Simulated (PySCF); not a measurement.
C2H5ClOSi2, SMILES [SiH2]1[Si@H](C(Cl)=C1)O.

Coordinates come from a PBE-D3(BJ)/def2-SVP optimisation. The structure was generated by enumeration; whether it is a known compound was not checked. Other conformers were not sampled.

Method: PySCF with PBE-D3(BJ)/def2-SVP.

Frequencies are harmonic and unscaled.

```
mode  ν (cm⁻¹)  IR (km/mol)   moving atoms (share of kinetic energy)
----  --------  -----------  ---------------------------------------
1          104          0.6          C 42 %, H 25 %, O 14 %, Cl 11 %
2          133          1.7                  O 48 %, Cl 23 %, H 15 %
3          169          4.3          Si 33 %, O 25 %, H 25 %, C 12 %
4          233          6.1         Si 33 %, H 29 %, Cl 19 %, C 18 %
5          306         42.2         H 46 %, Si 25 %, O 13 %, Cl 12 %
6          350         73.3  Si 29 %, H 26 %, Cl 26 %, C 10 %, O 9 %
7          408          9.9                  Si 53 %, H 29 %, C 16 %
8          424         12.4          C 53 %, Si 21 %, H 12 %, O 10 %
9          468         14.2                          H 62 %, Si 25 %
10         516         22.4         C 36 %, Si 33 %, H 15 %, Cl 13 %
11         610          8.9                                   H 89 %
12         638         45.2                            H 85 %, C 8 %
13         692         31.9                  H 70 %, C 16 %, Si 11 %
14         748         82.9                  H 46 %, C 33 %, Si 17 %
15         762         30.7                   H 70 %, C 12 %, O 11 %
16         823        154.5          H 31 %, C 27 %, O 23 %, Si 17 %
17         854         69.2                           H 69 %, C 26 %
18         887         74.3                   H 72 %, O 14 %, Si 8 %
19         901        185.5           H 53 %, C 24 %, Si 13 %, O 8 %
20         924         46.5                  H 57 %, Si 17 %, C 17 %
21        1128         44.3                           H 60 %, C 39 %
22        1499         70.6                                   C 98 %
23        2140        115.9                                   H 98 %
24        2150         95.7                                   H 96 %
25        2192        101.5                                   H 97 %
26        3089          2.8                            H 92 %, C 8 %
27        3758         83.3                                   H 94 %
```
